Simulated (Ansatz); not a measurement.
A nudged elastic band was laid between two geometries of FGeH₃O₂ (7 atoms, charge 0, multiplicity 1).

The calculation used RHF/def2-SVP (Ansatz).

- movable images: 7
- climbing image: yes
- spring: 5.0 eV/Å²
- optimiser: quadratic models (default)
- start path: through a guess of the saddle point
- force threshold: 0.03 eV/Å
- iteration limit: 60
- end points: relaxed

First end point:

```xyz
7
Properties=species:S:1:pos:R:3
Ge 0.240 -0.126 0.545
H -0.021 0.334 1.958
O 1.944 -0.255 0.275
H 2.235 -0.718 -0.497
F -0.423 1.030 -0.543
O -0.522 -1.625 0.096
H -1.322 -1.576 -0.405
```

Last end point:

```xyz
7
Properties=species:S:1:pos:R:3
Ge -0.646 0.453 0.366
H 1.404 -1.150 0.658
O 1.494 -0.232 0.892
H 2.052 0.153 0.227
F 0.180 0.869 -1.130
O -0.831 -1.286 -0.019
H -1.522 -1.742 0.436
```

**Question.** What changes between the two ends?

**Answer.** Bonds broken: Ge1–H2. Bonds formed: H2–O3.

**Question.** What energy profile does the band end with?

**Answer.** The forces met the threshold. The highest image is number 3 of 0 to 8, 3.64 eV above the first end and 3.06 eV above the last; the last end lies 0.57 eV above the first. Neighbouring images differ by up to 2.9 eV, so the band resolves the path poorly. A vibrational analysis at the climbing image gives one clearly imaginary mode, 1968i cm⁻¹: a first-order saddle point. The orbitals stay closed-shell, which can raise the energy where a bond breaks towards radicals; this wasn't checked here.

| image | path coordinate (Å) | energy (eV) | Ge1–H2 (Å) | H2–O3 (Å) |
| --- | --- | --- | --- | --- |
| 0 | 0.00 | 0.00 | 1.51 | 2.65 |
| 1 | 0.83 | 0.08 | 1.51 | 2.68 |
| 2 | 1.66 | 0.72 | 1.51 | 2.27 |
| 3 | 2.49 | 3.64 | 1.64 | 1.37 |
| 4 | 3.16 | 1.16 | 2.25 | 0.96 |
| 5 | 3.83 | 0.72 | 2.88 | 0.95 |
| 6 | 4.51 | 0.67 | 2.94 | 0.95 |
| 7 | 5.18 | 0.61 | 2.82 | 0.95 |
| 8 | 5.85 | 0.57 | 2.62 | 0.95 |

**Question.** What is the geometry of the highest image?

**Answer.** 
```xyz
7
Properties=species:S:1:pos:R:3
Ge -0.222 0.065 0.396
H 0.903 0.011 1.582
O 1.688 -0.101 0.466
H 2.214 -0.844 0.183
F -0.512 1.316 -0.738
O -0.846 -1.310 -0.480
H -1.094 -2.073 0.020
```

Time of the run: 5.8 min on 1 thread of AMD EPYC 7R43 64-Core Processor (Zen 3) (shared host), peak memory 0.2 GiB.
